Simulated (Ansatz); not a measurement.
Input and output for the cluster B₅ (the lowest doublet isomer of a short search).

```yaml
crystal:
  periodic: [false, false, false]
  atoms:
    - {symbol: B, position_ang: [-1.496913, -0.694550, -0.124495]}
    - {symbol: B, position_ang: [1.630420, -0.282437, 0.027995]}
    - {symbol: B, position_ang: [0.663921, 0.974962, 0.121220]}
    - {symbol: B, position_ang: [0.104370, -0.766880, -0.068404]}
    - {symbol: B, position_ang: [-0.901797, 0.768895, 0.043685]}
basis:
  gaussian: {orbitals: "6-31G*", final_grid: {core_spheres: 8, valence_spheres: 7, degree: 23}}
magnetization: {spin_polarized: true, initial_magnetization: 1}
hamiltonian: {xc: {name: wB97X-V}}
output: {forces: true}
```

```sh
$ ansatz run in.yaml --threads 4 --pin off --events-out ev --progress --plain --max-ram 3916MiB
```

It prints (some lines left out):

```
Functional definition: wB97X-V
700 factors; integrals over basis functions are off by at most 1.5e-3 eV
185 factors; integrals over basis functions are off by at most 4.4e-6 eV
mean field evaluation 1: about -3370.0475 eV, gradient 1.2e1 eV
mean field evaluation 2: about -3371.2091 eV, gradient 6.6e0 eV
mean field evaluation 4: about -3371.7792 eV, gradient 1.1e0 eV
mean field evaluation 8: about -3371.9571 eV, gradient 2.7e-1 eV
mean field evaluation 16: about -3371.9597 eV, gradient 5.9e-4 eV
mean field -3371.95971753 eV, -123.9172340227 hartree, gradient 6.2e-5 eV, S^2 1.010031; 2 other end points of the search recorded, 0 dependent functions left out
reference -3371.95971681 eV, -123.9172339965 hartree; 13, 12 occupied and 62, 63 virtual orbitals, 700 factors
Total energy: -3371.95971681 eV, -123.9172339965 hartree
Atom 0 at    -1.496913    -0.694550    -0.124495 Å, force     0.407879     0.367884     0.058101 eV/Å
Atom 1 at     1.630420    -0.282437     0.027995 Å, force    -0.493722     0.246891     0.016328 eV/Å
Atom 2 at     0.663921     0.974962     0.121220 Å, force    -0.484397    -0.529488    -0.074134 eV/Å
Atom 3 at     0.104370    -0.766880    -0.068404 Å, force    -0.039186     0.303429     0.015191 eV/Å
Atom 4 at    -0.901797     0.768895     0.043685 Å, force     0.609425    -0.388716    -0.015486 eV/Å
Dipole moment:    -0.012073     0.087644     0.009718 e Å
```

Hardware: 4 threads of Arm Neoverse N1 on a shared host. Wall time 3.1 s.

The 6-31G sets use Cartesian d functions. The charge 0 doublet is spin-contaminated (final ⟨S²⟩ up to 1.01, 0.75 for a pure state).
